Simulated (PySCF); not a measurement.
B(Cl)(OH)2 (BClH2O2), SMILES OB(O)Cl.

Coordinates come from a r2SCAN-D4/def2-SVP optimisation. The values are those of a single conformer.

All values below come from TDA-ωB97X/def2-SVPD (PySCF).

Vertical excitations. Gas-phase values at a fixed geometry. State labels are in the subgroup Cs.

Computed UV-visible absorptions:
```csv
state,symmetry,energy (eV),λ (nm),f,main pairs
S1,A',8.71,142,0.061,HOMO→LUMO 82 %
S2,A",8.79,141,0.001,HOMO→LUMO+2 95 %
S3,A",8.81,141,0.015,HOMO−1→LUMO 77 %
S4,A",8.95,138,0.000,HOMO−2→LUMO 80 %
S5,A',9.45,131,0.132,HOMO−1→LUMO+2 85 %
S6,A',9.85,126,0.034,"HOMO→LUMO+3 37 %, HOMO→LUMO+1 23 %, HOMO→LUMO+10 7 %, HOMO→LUMO+5 6 %"
S7,A",9.88,125,0.046,"HOMO−1→LUMO+3 30 %, HOMO−2→LUMO+1 27 %, HOMO−1→LUMO+1 15 %, HOMO−1→LUMO+10 7 %"
S8,A",10.09,123,0.063,"HOMO−2→LUMO+1 32 %, HOMO−1→LUMO+1 26 %, HOMO−5→LUMO 9 %, HOMO−1→LUMO+10 6 %"
S9,A',10.14,122,0.027,"HOMO−2→LUMO+2 39 %, HOMO−3→LUMO 18 %, HOMO→LUMO+1 13 %, HOMO−4→LUMO 13 %"
S10,A',10.27,121,0.159,"HOMO−3→LUMO 53 %, HOMO−2→LUMO+2 12 %, HOMO−4→LUMO 12 %"
T1,A',8.54,145,0,HOMO→LUMO 73 %
T2,A',8.56,145,0,HOMO−1→LUMO+2 89 %
T3,A",8.64,144,0,"HOMO→LUMO+2 78 %, HOMO−1→LUMO 14 %"
T4,A",8.66,143,0,"HOMO−1→LUMO 60 %, HOMO→LUMO+2 20 %"
```
Triplets are in the Tamm–Dancoff approximation.
